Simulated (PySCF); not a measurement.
Excited states of Sb³⁺ (antimony, charge +3)

Ground state [Kr] 4d10 5s2, ¹S. Calculation: PySCF 2.14, in aug-cc-pVDZ-PP with two added diffuse shells each of s, p, d type with ECP28MDF (7s6p5d, 50 functions); scalar relativity through the core potential. Vertical excitation energies in eV without spin-orbit coupling; excited terms of each kind are numbered among those the solver found. Frozen: 4s2 4p6.

| term | leading excitation | EOM-EE-CCSD |
| --- | --- | --- |
| 1 3P° | 5s → p | 8.081 |
| 1 1P° | 5s → p | 12.180 |
| 1 3D | 5s → d | 21.745 |
| 1 3S | 5s → s | 22.671 |
| 1 1S | 5s → s | 23.350 |
| 1 1D | 5s → d | 24.362 |
| 2 3P° | 5s → p | 26.232 |
| 2 1P° | 5s → p | 26.595 |
| 2 3D | 5s → d | 30.924 |
| 2 1D | 5s → d | 31.293 |

Only the lower part of the computed list is shown. Doubly excited terms such as np² are absent. The solver can miss terms.
